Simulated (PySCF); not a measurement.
C3H8Si.
Cartesian coordinates in Å at the GFN2-xTB level; atoms count from 1:
```xyz
12
C3H8Si angstrom
C      1.8732    0.2265   -0.1609
Si     0.2287   -0.1845    0.6761
C     -1.2076   -0.8124   -0.3670
C     -1.3469    0.6556    0.0795
H      2.5404   -0.6305   -0.1499
H      1.7239    0.5201   -1.1955
H      2.3787    1.0424    0.3476
H      0.3023   -0.6015    2.0694
H     -1.9313   -1.4982    0.0499
H     -1.0908   -0.9685   -1.4306
H     -2.1542    0.8593    0.7683
H     -1.3153    1.3909   -0.7127
```

NICS = −σ at a ghost point: NICS(0) at the centroid of the ring atoms, NICS(1) 1 Å to either side along the normal of their mean plane, zz for the tensor component along that normal. Level: GIAO PBE0/pcSseg-1 (PySCF, non-relativistic, gas phase) on the GFN2-xTB geometry, one conformer.

Ring bond lengths (Å), with Mayer bond orders in brackets: Si2–C3 1.883 (0.96), C3–C4 1.541 (0.90), C4–Si2 1.883 (0.96).

Give the NICS values of each ring in ppm.

```
     ring                                              type  NICS(0)  NICS(1), two faces  NICS(1)zz, two faces  rms pucker (Å)  centre to ring atoms, mean (Å)
Si2–C3–C4  3-membered ring with Si; formal bonds all single    -26.4         -8.1 / -7.4         -16.8 / -14.7            0.00                            1.02
```

What do they say, and how far can they be read as aromaticity?

- Si2–C3–C4: mean NICS(1)zz -15.7 ppm, shielded. Si2, C3, C4 have four or more neighbours; no verdict on aromaticity is drawn. NICS(0) lies 19 ppm below the mean NICS(1).
